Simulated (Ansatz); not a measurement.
The same path of AlCl2H4InO2 (10 atoms, charge 0, multiplicity 1) was run twice with different band settings.

Method: RKS PBE0-D4/def2-SVP in Ansatz.

Relaxed end points:

```xyz
10
Properties=species:S:1:pos:R:3
In 0.134 0.173 0.414
Cl 0.380 -0.927 2.461
O 1.294 -0.054 -1.174
H 1.847 -0.842 -1.103
Cl -2.279 0.420 -0.265
O -0.243 2.246 0.816
Al -1.975 2.673 0.318
H -2.027 3.487 -1.036
H -2.839 2.995 1.607
H 0.179 2.662 1.577
```

```xyz
10
Properties=species:S:1:pos:R:3
In 0.201 0.060 0.606
Cl 0.316 -0.847 2.742
O 1.447 -0.359 -0.874
H 1.152 0.035 -1.704
Cl -2.173 0.308 -0.240
O -0.172 2.171 0.882
Al -1.858 2.583 0.239
H -1.785 3.303 -1.170
H -2.808 3.003 1.436
H 0.149 2.576 1.697
```

Common settings: movable images 9; climbing image yes; spring 5.0 eV/Å²; optimiser quadratic models (default); force threshold 0.05 eV/Å; iteration limit 60; end points relaxed.

| run | start path |
| --- | --- |
| 1 | through a guess of the saddle point |
| 2 | straight line |

Problem. What does each run give, and how far can it be trusted?

Solution. Run 1: converged after 57 iterations, highest image 0.025 eV above the first end. A vibrational analysis at the climbing image gives one clearly imaginary mode, 153i cm⁻¹: a first-order saddle point.
Run 2: converged after 7 iterations, highest image 0.025 eV above the first end. Another band between the same ends (9 images) ends at a top of the same energy, where a vibrational analysis finds 1 clearly imaginary mode.
